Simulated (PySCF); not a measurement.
Pb₃O⁺, doublet: molecular constants

Computed with PySCF, UB3LYP, basis O def2-SVP, Pb def2-SVP with ECP60 (scalar-relativistic core potentials, no spin–orbit coupling, density fitting).

The structure is a minimum.

Coordinates in bohr (charge 1 multiplicity 2):
```
O     0.0000   -1.0532   -1.6667
Pb    0.0000   -0.1975    2.9400
Pb    3.9287    0.1323   -1.3990
Pb   -3.9287    0.1323   -1.3990
```

| Property | Result |
| --- | --- |
| Point group | Cs |
| Bond lengths | O–Pb 2.176 Å (×2), O–Pb 2.479 Å, Pb–Pb 3.102 Å (×2) |
| Bond angles | O–Pb–Pb 44.2° (×2), O–Pb–Pb 52.5° (×2), Pb–O–Pb 83.3° (×2), Pb–O–Pb 145.6°, Pb–Pb–Pb 84.2° |
| Zero-point energy | 7.5 kJ/mol |
| Principal quadrupole moments (Buckingham, traceless) about the centre of mass | -16.07, -5.61, 21.67 D Å |
| Enthalpy at 298.15 K above 0 K | 19.13 kJ/mol |
| Principal polarisabilities | 64.5, 151.6, 238.6 bohr³ |
| Rotational symmetry number | 1 |
| Dipole moment about the centre of mass | 1.40 D |
| Highest occupied level (α) | -8.68 eV |
| Entropy at 298.15 K and 1 bar (electronic part: spin only) | 401.1 J/(mol K) |
| Rotational constants | 0.02238, 0.009344, 0.006625 cm⁻¹ |
| Lowest empty level (α) | -7.20 eV |
| Heat capacity Cp at 298.15 K | 77.8 J/(mol K) |
| Spin squared ⟨S²⟩ | 0.765 |

Harmonic modes (masses in u: O 15.995, Pb 207.977):
| symmetry | ω (cm⁻¹) | IR (km/mol) | μ (u) |
| --- | --- | --- | --- |
| a' | 61 | 0.9 | 68.37 |
| a'' | 87 | 9.3 | 161.82 |
| a' | 103 | 2.0 | 92.77 |
| a' | 188 | 4.8 | 20.70 |
| a' | 323 | 33.2 | 17.63 |
| a'' | 485 | 4.1 | 16.88 |

Charges (e):
```json
{"atom": "O1", "Mulliken": "-0.67", "Löwdin": "-0.43", "polar tensor": "-0.21", "spin (Mulliken)": "0.15", "Mayer order to O1": "–"}
{"atom": "Pb2", "Mulliken": "0.26", "Löwdin": "0.23", "polar tensor": "0.02", "spin (Mulliken)": "0.53", "Mayer order to O1": "0.49"}
{"atom": "Pb3,4", "Mulliken": "0.71", "Löwdin": "0.60", "polar tensor": "0.60", "spin (Mulliken)": "0.16", "Mayer order to O1": "0.76"}
```
Other Mayer orders above 0.3: Pb–Pb 0.34, Pb–Pb 0.81 (×2).

Mulliken populations on O1: s 3.90, p 4.77, d 0.00.

Other isomers or separated fragments may lie lower. Spin–orbit coupling, left out here, can matter for elements this heavy.

The final relaxation and frequency run took of the order of 5 core-minutes on a shared host.
